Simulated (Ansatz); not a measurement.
Abridged output of a molecular run in Ansatz:

```
Functional definition: HF
1348 factors; integrals over basis functions are off by at most 1.2e-3 eV
mean field evaluation 1: about -77825.9626 eV, gradient 3.3e1 eV
mean field evaluation 2: about -77825.9675 eV, gradient 3.3e1 eV
mean field evaluation 4: about -77829.2652 eV, gradient 3.4e0 eV
mean field evaluation 8: about -77829.3046 eV, gradient 2.0e-4 eV
mean field -77829.30458928 eV, -2860.1741890587 hartree, gradient 2.4e-6 eV, S^2 0.000000; 0 other end points of the search recorded, 0 dependent functions left out
21 core orbitals not correlated: weight in the atoms' cores, before any rotation towards them, 1.000 or more for the frozen orbitals, at most 0.000 for the correlated occupied ones
reference -77829.30458928 eV, -2860.1741890587 hartree; 21, 21 occupied and 94, 94 virtual orbitals, 1348 factors
second order -21.44201696 eV of doubles, -0.00000000 eV of singles
cycle   1  -22.26310656 eV  change   -8.2e-1 eV  update   1.0e-1
cycle   2  -22.87987372 eV  change   -6.2e-1 eV  update   3.1e-2
cycle   3  -22.98099148 eV  change   -1.0e-1 eV  update   1.4e-2
cycle   4  -22.98278183 eV  change   -1.8e-3 eV  update   3.0e-3
cycle   5  -22.98191367 eV  change    8.7e-4 eV  update   9.2e-4
cycle   6  -22.98166768 eV  change    2.5e-4 eV  update   2.8e-4
cycle   7  -22.98164710 eV  change    2.1e-5 eV  update   8.8e-5
cycle   8  -22.98167206 eV  change   -2.5e-5 eV  update   2.8e-5
perturbative correction -0.64331760 eV, -0.0236414857 hartree
Total energy: -77852.92957894 eV, -2861.0423914151 hartree
```

Its atoms:

Z-matrix (Å, degrees):
```
C
Ga 1 1.968
H 1 1.093 2 109.5
H 1 1.093 2 111.9 3 119.5
H 1 1.091 2 110.8 3 -118.4
C 2 1.968 1 129.0 3 -78.7
S 2 2.689 1 97.7 3 175.0
Cl 2 2.196 1 113.4 3 76.2
H 6 1.093 2 111.9 1 -40.6
H 6 1.093 2 109.5 1 78.9
H 6 1.091 2 110.8 1 -162.7
H 7 1.344 2 97.2 1 18.0
H 7 1.344 2 97.2 1 111.4
```

Problem. Which basis set was used?
A. cc-pV(T+d)Z
B. def2-TZVPPD
C. def2-SVP
D. def2-QZVPP

Solution. C. It gives 136 functions.

Problem. Write the keys of the input that set method, charge and spin (a neutral closed shell needs none for the last two).

Solution. 
```yaml
correlation: {method: ccsd_t}
```
